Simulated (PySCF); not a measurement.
# Dipole moment and polarisability of n-SiGeSiSiSiSiH14

Compound: n-SiGeSiSiSiSiH14.
Cartesian coordinates in Å at the PBE0-D3(BJ)/def2-SVP level; atoms count from 1:
```
atom  x, y, z in Å
Si1    2.1710   -0.2306   -1.4591
Ge2    1.6182   -1.3821    0.5539
Si3    1.0349    0.2427    2.1987
Si4   -0.6408    1.6193    1.3064
Si5   -2.3402    0.2776    0.3877
Si6   -1.9210   -0.3365   -1.8383
H7     1.1601    0.8406   -1.7183
H8     2.2100   -1.1535   -2.6334
H9     3.5090    0.4166   -1.3000
H10    0.4064   -2.3074    0.3240
H11    2.8053   -2.2484    1.0192
H12    0.5202   -0.4206    3.4381
H13    2.2453    1.0505    2.5507
H14   -1.2180    2.4983    2.3729
H15   -0.0559    2.4941    0.2421
H16   -2.4951   -0.9570    1.2222
H17   -3.6378    1.0258    0.4234
H18   -0.7492   -1.2598   -1.9308
H19   -1.6421    0.8806   -2.6593
H20   -3.1177   -1.0361   -2.4007
```

Level: wB97X-D/def2-SVPD (PySCF), static field, nuclei fixed, core orbitals frozen in the response. The polarisability tensor in these axes (au):

```
x   190.77  -8.38   4.01
y    -8.38 165.96  11.20
z     4.01  11.20 194.91
```

Diagonalise the tensor; give its mean and Δα, where Δα² is half the sum of the squared differences of the eigenvalues.

Principal values 159.42, 193.28 and 198.94 au; mean 183.88 au = 27.25 Å³ = 30.32 × 10⁻⁴⁰ C²·m²/J; Δα = 37.02 au (20 % of the mean).

What is the dipole moment?

0.07 D at this geometry.

Along which axes do the principal values lie, and how far do the nuclei extend along each?

Largest value along (0.18, 0.27, 0.94), where the nuclei span 6.34 Å; middle along (0.94, -0.32, -0.09), 7.08 Å; least along (0.28, 0.91, -0.32), 4.24 Å. The strongest response doesn't lie along the longest of the three spans.

In TDDFT the mean static polarisability is Σ f/ω² over all singlet excitations (ω in hartree). How much of it do the 15 lowest give? Their energies (eV) and oscillator strengths: 6.38, 0.0101; 6.54, 0.0611; 6.57, 0.0727; 6.76, 0.0482; 6.88, 0.0953; 6.96, 0.0550; 7.04, 0.0371; 7.11, 0.0204; 7.13, 0.1139; 7.20, 0.0311; 7.22, 0.2319; 7.30, 0.0314; 7.33, 0.0277; 7.38, 0.0472; 7.49, 0.0527.

They add up to 14.01 au, 7.6 % of the 183.88 au; the largest single term is 3.30 au, from the state at 7.22 eV. Terms in order: 0.18, 1.06, 1.25, 0.78, 1.49, 0.84, 0.55, 0.30, 1.66, 0.45, 3.30, 0.44, 0.38, 0.64, 0.70 au. Higher excitations give the rest. The strengths listed sum to 0.936.

Give the eigenvalues of the traceless quadrupole moment Θ = ½Σq(3rr − r²1), origin at the centre of nuclear charge.

-0.46, -0.19, 0.65 D·Å. The values depend on the origin, since the dipole doesn't vanish. The electronic extent ⟨r²⟩ about the same centre is 2775 bohr², a root-mean-square distance of 2.59 Å for the 116 electrons.

One conformer (not necessarily the lowest) at the PBE0-D3(BJ)/def2-SVP geometry, without solvent, vibrations or thermal averaging. The calculation is non-relativistic, for germanium too.
